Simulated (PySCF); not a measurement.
# Working out the ionisation energy of S⁺

S⁺ [Ne] 3s2 3p3 (4S) → S²⁺ [Ne] 3s2 3p2 (3P). All numbers are calculated (PySCF 2.14, the spin-free X2C one-electron Hamiltonian (Gaussian nucleus), in cc-pVTZ-DK). Frozen: [Ne]. Energies in hartree (1 hartree = 27.21139 eV):

```tsv
part	S⁺ (lower)	S²⁺ (upper)
UHF	-398.251507	-397.416837
CCSD correlation	-0.108787	-0.088718
(T)	-0.003437	-0.002085
```

Task: What does Hartree-Fock give?

Result: (-397.416837) − (-398.251507) = 0.834670 hartree = 22.713 eV.

Task: What do CCSD and CCSD(T) give?

Result: The CCSD correlation energies differ by 0.020069 hartree = 0.546 eV and the triples by 0.001352 hartree = 0.037 eV, so CCSD gives 23.259 eV and CCSD(T) 23.296 eV.

Reference: 23.338 eV (measured; NIST Atomic Spectra Database, ionization energies), between the lowest levels; spin-orbit coupling is absent from the calculation.

What remains against the reference includes basis incompleteness, the frozen core and higher excitations.
